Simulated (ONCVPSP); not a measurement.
**Building the ONCV potential for rhenium (PBE, scalar-relativistic).**

The input file (ONCVPSP 4.0.1):

```
# ATOM AND REFERENCE CONFIGURATION
# atsym  z   nc   nv     iexc    psfile
  Re 75.00   10    4        4      upf
#
#   n    l    f
    1    0    2.00
    2    0    2.00
    2    1    6.00
    3    0    2.00
    3    1    6.00
    3    2   10.00
    4    0    2.00
    4    1    6.00
    4    2   10.00
    4    3   14.00
    5    0    2.00
    5    1    6.00
    5    2    5.50
    6    0    1.50
#
# PSEUDOPOTENTIAL AND OPTIMIZATION
# lmax
    2
#
#   l,   rc,      ep,       ncon, nbas, qcut
    0    1.85    0.00    4    8    5.80
    1    1.95    0.00    5    8    8.60
    2    1.60    0.00    4    7    5.50
#
# LOCAL POTENTIAL
# lloc, lpopt,  rc(5),   dvloc0
    2    5    1.60    0.00
#
# VANDERBILT-KLEINMAN-BYLANDER PROJECTORs
# l, nproj, debl
    0    2    0.30
    1    2    1.40
    2    0    1.90
#
# MODEL CORE CHARGE
# icmod, fcfact, rcfact
    3    5.75    1.30
#
# LOG DERIVATIVE ANALYSIS
# epsh1, epsh2, depsh
   -5.00    5.00    0.04
#
# OUTPUT GRID
# rlmax, drl
    6.00    0.01
#
# TEST CONFIGURATIONS
# ncnf
    4
# nvcnf
#   n    l    f
    4
    5    0    2.00
    5    1    6.00
    5    2    5.00
    6    0    2.00
#
    4
    5    0    2.00
    5    1    6.00
    5    2    5.00
    6    0    1.00
#
    4
    5    0    2.00
    5    1    6.00
    5    2    5.00
    6    0    0.00
#
    4
    5    0    2.00
    5    1    6.00
    5    2    6.00
    6    0    0.00
#
```

Command:

```bash
oncvpsp.x < Re.dat > Re.out
```

The program printed (shortened: citation, most of the input echo, consistency checks and plot data are left out):

```
ONCVPSP  (Optimized Norm-Conservinng Vanderbilt PSeudopotential)
scalar-relativistic version 4.0.1

#   n    l    f        energy (Ha)
    1    0    2.00    -2.6336976E+03
    2    0    2.00    -4.5659109E+02
    2    1    6.00    -3.9840616E+02
    3    0    2.00    -1.0567692E+02
    3    1    6.00    -8.8523161E+01
    3    2   10.00    -6.9092910E+01
    4    0    2.00    -2.2020159E+01
    4    1    6.00    -1.6394785E+01
    4    2   10.00    -9.3407114E+00
    4    3   14.00    -1.5123245E+00
    5    0    2.00    -3.0916212E+00
    5    1    6.00    -1.6891706E+00
    5    2    5.50    -1.7102275E-01
    6    0    1.50    -2.0607721E-01

Reference configufation results
  iterations    27
  all-electron total energy (Ha)   -1.66922131D+04

Begin loop to  construct optimized pseudo wave functions
and semi-local pseudopoentials for all angular momenta

Calculating optimized projector #   1

 for l=   0

    Fraction of norm inside rc  0.978608
    Optimizing pswf for qcut=   5.79 a_B^-1,  ecut=  16.77 Ha
    Residual kinetic energy error=  3.46D-05 Ha

    Energy error per electron        Cutoff
         Ha          eV             Ha
         0.01000     0.27211        5.25
         0.00100     0.02721       11.81
         0.00010     0.00272       15.19
         0.00001     0.00027       41.90

Calculating optimized projector #   2

 for l=   0

    Fraction of norm inside rc  0.096850
    Optimizing pswf for qcut=   5.79 a_B^-1,  ecut=  16.77 Ha
    Residual kinetic energy error=  8.06D-05 Ha

    Energy error per electron        Cutoff
         Ha          eV             Ha
         0.01000     0.27211        4.49
         0.00100     0.02721       12.30
         0.00010     0.00272       16.60
         0.00001     0.00027       53.40

WARNING wellstate: negative energy specified for n= 6 l=  1
WARNING scattering state with energy  0.25000000
WARNING will be used for the first projector

   Wellstate for l =  1  n =  6
     eigenvalue =   0.2500
     asymptotic potential =   0.7500
     half-point radius =  3.5063

Calculating optimized projector #   1

 for l=   1

    Fraction of norm inside rc  0.943199
    Optimizing pswf for qcut=   8.59 a_B^-1,  ecut=  36.91 Ha
    Residual kinetic energy error=  2.57D-07 Ha

    Energy error per electron        Cutoff
         Ha          eV             Ha
         0.01000     0.27211        9.92
         0.00100     0.02721       22.55
         0.00010     0.00272       28.04
         0.00001     0.00027       31.92

Calculating optimized projector #   2

 for l=   1

    Fraction of norm inside rc  0.115607
    Optimizing pswf for qcut=   8.59 a_B^-1,  ecut=  36.91 Ha
    Residual kinetic energy error=  2.16D-07 Ha

    Energy error per electron        Cutoff
         Ha          eV             Ha
         0.01000     0.27211        8.30
         0.00100     0.02721       20.17
         0.00010     0.00272       26.76
         0.00001     0.00027       31.37

Calculating optimized projector #   1

 for l=   2

    Fraction of norm inside rc  0.402077
    Optimizing pswf for qcut=   5.50 a_B^-1,  ecut=  15.10 Ha
    Residual kinetic energy error=  9.21D-04 Ha

    Energy error per electron        Cutoff
         Ha          eV             Ha
         0.01000     0.27211       11.40
         0.00100     0.02721       14.97
         0.00010     0.00272       26.93
         0.00001     0.00027       55.33

Construct Vanderbilt / Kleinmman-Bylander projectors

B matrix Hermiticity error, ll=   0
   1   2    4.0086E-04

  Orthonormal projector coefficients  1.0784E+01  1.5503E+00

B matrix Hermiticity error, ll=   1
   1   2    2.7815E-04

  Orthonormal projector coefficients  2.9336E+00 -1.8155E-01

Model core correction analysis
  based on d2Exc/dn_idn_j

d2excae - all-electron derivatives

   -2.893205D-02   -2.506318D-02   -1.080595D-02   -1.537952D-03
   -2.506320D-02   -2.496949D-02   -1.431813D-02   -2.417370D-03
   -1.080597D-02   -1.431815D-02   -1.744412D-02   -1.236085D-02
   -1.537857D-03   -2.417039D-03   -1.235913D-02   -2.438553D-02

d2excps - pseudofunction derivatives with no core correction

   -5.435079D-02   -3.376633D-02   -1.239900D-02   -3.738971D-03
   -3.376677D-02   -3.174371D-02   -1.630958D-02   -3.010068D-03
   -1.239898D-02   -1.630971D-02   -1.826792D-02   -1.252829D-02
   -3.740934D-03   -3.009762D-03   -1.252654D-02   -2.464770D-02

rms 2nd derivative error    7.364234E-03

rmatch, rhocmatch    0.9177   11.0977

Teter function model core charge with specified parameters

d2excps - pseudofunction derivatives with core correction

   -2.797490D-02   -2.281448D-02   -1.010551D-02   -1.753339D-03
   -2.281436D-02   -2.486254D-02   -1.469254D-02   -2.364871D-03
   -1.010547D-02   -1.469257D-02   -1.788911D-02   -1.241276D-02
   -1.753242D-03   -2.364527D-03   -1.241101D-02   -2.447536D-02

rms 2nd derivative error    8.878668E-04

Pseudoatom total energy  -80.123620

Diagnostic tests using Vanderbilt-Kleinman-Bylander pseudopotentials
  1 or more projectors used as specified by nproj input data

   l    rcore       rmatch      e in        delta e   norm test  slope test

   0   1.8589869   1.9154298  -3.0916212   0.0000083   0.9999521   0.9999335
   0   1.8589869   1.9154298  -0.2060772   0.0000036   1.0000708   1.0000534

   1   1.9501148   2.0093245  -1.6891706  -0.0000008   1.0001874   1.0001859
   1   1.9501148   2.0093245   0.2500000   0.0000072   1.0002015   1.0002015

   2   1.6007622   1.6493648  -0.1710227   0.0000022   1.0000034   1.0000010

 Testing for bound ghosts
   n   l    E NL Schr. Eq   E Basis Diag.   E Cutoff

   1   0       -3.091613       -3.091612     76.79
   2   0       -0.206074       -0.179398     76.79

   2   1       -1.689171       -1.689171     80.11

 Testing for highly-localized positive-energy ghosts
       l    <radius>/rc     E Basis Diag.   E Cutoff

       0        0.426064       10.322603     76.79  WARNING - GHOST(+)

Test configuration 0

   n   l     f        eae           eps        diff
   1   0  2.0000-2633.69764255
   2   0  2.0000 -456.59108921
   2   1  6.0000 -398.40616316
   3   0  2.0000 -105.67691900
   3   1  6.0000  -88.52316071
   3   2 10.0000  -69.09290959
   4   0  2.0000  -22.02015884
   4   1  6.0000  -16.39478510
   4   2 10.0000   -9.34071142
   4   3 14.0000   -1.51232449
   5   0  2.0000   -3.09162122   -3.09161293    8.29D-06
   5   1  6.0000   -1.68917062   -1.68917140   -7.71D-07
   5   2  5.5000   -0.17102275   -0.17102057    2.18D-06
   6   0  1.5000   -0.20607721   -0.20607364    3.57D-06

    Total energies and differences
      AE_ref= -1.66922131D+04  AE_tst= -1.66922131D+04  dif=  0.00D+00
      PS_ref= -8.01236202D+01  PS_tst= -8.01236202D+01  dif=  1.14D-13
      PSP excitation error= -1.14D-13

Test configuration 1

   n   l     f        eae           eps        diff
   1   0  2.0000-2633.73871380
   2   0  2.0000 -456.63410350
   2   1  6.0000 -398.44912426
   3   0  2.0000 -105.71941967
   3   1  6.0000  -88.56565872
   3   2 10.0000  -69.13558594
   4   0  2.0000  -22.06253706
   4   1  6.0000  -16.43721694
   4   2 10.0000   -9.38327472
   4   3 14.0000   -1.55480569
   5   0  2.0000   -3.13294052   -3.13155399    1.39D-03
   5   1  6.0000   -1.72761312   -1.72749014    1.23D-04
   5   2  5.0000   -0.19723111   -0.19737832   -1.47D-04
   6   0  2.0000   -0.21841899   -0.21830410    1.15D-04

    Total energies and differences
      AE_ref= -1.66922131D+04  AE_tst= -1.66922272D+04  dif= -1.40D-02
      PS_ref= -8.01236202D+01  PS_tst= -8.01376746D+01  dif= -1.41D-02
      PSP excitation error=  1.27D-05

Test configuration 2

   n   l     f        eae           eps        diff
   1   0  2.0000-2634.02579288
   2   0  2.0000 -456.91906887
   2   1  6.0000 -398.73414772
   3   0  2.0000 -106.00467843
   3   1  6.0000  -88.85092106
   3   2 10.0000  -69.42069518
   4   0  2.0000  -22.34795228
   4   1  6.0000  -16.72259074
   4   2 10.0000   -9.66852308
   4   3 14.0000   -1.84001823
   5   0  2.0000   -3.41860063   -3.41926268   -6.62D-04
   5   1  6.0000   -2.01427839   -2.01451115   -2.33D-04
   5   2  5.0000   -0.47561849   -0.47559410    2.44D-05
   6   0  1.0000   -0.46610948   -0.46608692    2.26D-05

    Total energies and differences
      AE_ref= -1.66922131D+04  AE_tst= -1.66918873D+04  dif=  3.26D-01
      PS_ref= -8.01236202D+01  PS_tst= -7.97977537D+01  dif=  3.26D-01
      PSP excitation error= -3.62D-05

Test configuration 3

   n   l     f        eae           eps        diff
   1   0  2.0000-2634.35423161
   2   0  2.0000 -457.24468089
   2   1  6.0000 -399.05984850
   3   0  2.0000 -106.33033121
   3   1  6.0000  -89.17658001
   3   2 10.0000  -69.74620089
   4   0  2.0000  -22.67370831
   4   1  6.0000  -17.04829363
   4   2 10.0000   -9.99405792
   4   3 14.0000   -2.16536127
   5   0  2.0000   -3.74364655   -3.74738964   -3.74D-03
   5   1  6.0000   -2.33935568   -2.34021321   -8.58D-04
   5   2  5.0000   -0.78703669   -0.78677024    2.66D-04

    Total energies and differences
      AE_ref= -1.66922131D+04  AE_tst= -1.66912875D+04  dif=  9.26D-01
      PS_ref= -8.01236202D+01  PS_tst= -7.91976794D+01  dif=  9.26D-01
      PSP excitation error= -2.78D-04

Test configuration 4

   n   l     f        eae           eps        diff
   1   0  2.0000-2633.93062642
   2   0  2.0000 -456.81977457
   2   1  6.0000 -398.63496504
   3   0  2.0000 -105.90652408
   3   1  6.0000  -88.75277222
   3   2 10.0000  -69.32216019
   4   0  2.0000  -22.25007563
   4   1  6.0000  -16.62459984
   4   2 10.0000   -9.57025183
   4   3 14.0000   -1.74193629
   5   0  2.0000   -3.32308213   -3.32683631   -3.75D-03
   5   1  6.0000   -1.92507633   -1.92574252   -6.66D-04
   5   2  6.0000   -0.41171228   -0.41152333    1.89D-04

    Total energies and differences
      AE_ref= -1.66922131D+04  AE_tst= -1.66918818D+04  dif=  3.31D-01
      PS_ref= -8.01236202D+01  PS_tst= -7.97918399D+01  dif=  3.32D-01
      PSP excitation error= -4.83D-04
```

The run took about 4.8 s on one core of a shared server CPU.
